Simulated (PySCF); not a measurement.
Species: C4H5FSi.
Atom-mapped SMILES: `[F:1][C:2]1=[CH:3][SiH2:4][CH:5]=[CH:6]1`

Probes without a nucleus sit at each ring's centroid and 1 Å off its mean plane on both sides; NICS is minus the shielding there, NICSzz its component along the normal. Level: GIAO B3LYP/pcSseg-2 (PySCF, non-relativistic, gas phase) on the PBE0-D3(BJ)/def2-SVP geometry, one conformer.

Ring bond lengths (Å): C2–C3 1.344, C3–Si4 1.865, Si4–C5 1.881, C5–C6 1.347, C6–C2 1.478.

What do the NICS probes read (ppm)?

```
           ring                                                      type  NICS(0)  NICS(1), two faces  NICS(1)zz, two faces  rms pucker (Å)  centre to ring atoms, mean (Å)
C2–C3–Si4–C5–C6  5-membered ring with Si; formal bonds 2 double, 3 single     -1.6         -1.5 / -1.5             0.6 / 0.6            0.00                            1.34
```

What can be read from them?

- C2–C3–Si4–C5–C6: mean NICS(1)zz 0.6 ppm, near zero. Si4 has four or more neighbours; no verdict on aromaticity is drawn.

At the first NICS(1) probe listed for ring C2–C3–Si4–C5–C6, 1 Å off the ring, how large is the induced field along the normal in 14.1 T applied along it?

NICSzz × B0 = 0.6 ppm × 14.1 T = 8 μT, along the applied field.

List the ring angles.

- C2–C3–Si4–C5–C6: C2 119.3°, C3 105.3°, Si4 93.0°, C5 106.8°, C6 115.6°; sum 540.0° against 540° for a flat convex ring.

How do the values depend on the level or the medium?

| level | NICS(0), C2–C3–Si4–C5–C6 | mean NICS(1)zz, C2–C3–Si4–C5–C6 |
| --- | --- | --- |
| B3LYP/pcSseg-2, gas | -1.6 | 0.6 |
| PBE0/pcSseg-1, gas | -1.6 | 0.2 |
| PBE0/pcSseg-1, IEF-PCM acetone | -1.6 | 0.0 |
| PBE0/pcSseg-1, IEF-PCM acetonitrile | -1.6 | 0.0 |

The geometry is the same throughout; the continuum's cavity takes Bondi-type radii × 1.2.
